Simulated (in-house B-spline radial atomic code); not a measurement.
Inner levels of cerium as electrons are removed. A shift is the extra binding of the orbital against the neutral atom ([Xe] 4f5/2(1) 5d3/2(1) 6s2). The density at the nucleus is averaged over the nuclear charge. Computed with an all-electron radial atomic-structure program (B-spline basis): Dirac-Hartree-Fock, jj configuration that fills j = l - 1/2 first, finite nuclei.

A number in brackets counts the electrons of a j subshell.

| ion | configuration | shift of 2p3/2 (eV) | shift of 4s1/2 (eV) | shift of 4p1/2 (eV) | radius of 2p3/2 (bohr) | radius of 4s1/2 (bohr) | radius of 4p1/2 (bohr) | Σ<r²> (bohr²) | change of density at nucleus (bohr⁻³) |
| --- | --- | --- | --- | --- | --- | --- | --- | --- | --- |
| Ce14+ | [Kr] 4d3/2(4) 4d5/2(4) | 274.8 | 251.72 | 252.09 | 0.094182 | 0.62362 | 0.63771 | 9.7332 | -194.32 |
| Ce15+ | [Kr] 4d3/2(4) 4d5/2(3) | 314.55 | 283.8 | 284.69 | 0.094172 | 0.61946 | 0.63248 | 8.9963 | -145.8 |
| Ce16+ | [Kr] 4d3/2(4) 4d5/2(2) | 355.52 | 316.53 | 317.95 | 0.094161 | 0.61529 | 0.62726 | 8.2984 | -94.566 |
| Ce17+ | [Kr] 4d3/2(4) 4d5/2(1) | ? | ? | ? | ? | ? | ? | ? | ? |
| Ce18+ | [Kr] 4d3/2(4) | ? | ? | ? | ? | ? | ? | ? | ? |
| Ce19+ | [Kr] 4d3/2(3) | 486.55 | 418.63 | 418.71 | 0.094125 | 0.60271 | 0.61195 | 6.4161 | 76.933 |

Fill in the row of Ce17+.

shift of 2p3/2 (eV): 397.7; shift of 4s1/2 (eV): 349.89; shift of 4p1/2 (eV): 351.87; radius of 2p3/2 (bohr): 0.094149; radius of 4s1/2 (bohr): 0.61111; radius of 4p1/2 (bohr): 0.62208; Σ<r²> (bohr²): 7.6362; change of density at nucleus (bohr⁻³): -40.667.

Fill in the row of Ce18+.

shift of 2p3/2 (eV): 441.07; shift of 4s1/2 (eV): 383.87; shift of 4p1/2 (eV): 386.44; radius of 2p3/2 (bohr): 0.094137; radius of 4s1/2 (bohr): 0.60694; radius of 4p1/2 (bohr): 0.61693; Σ<r²> (bohr²): 7.0069; change of density at nucleus (bohr⁻³): 15.903.
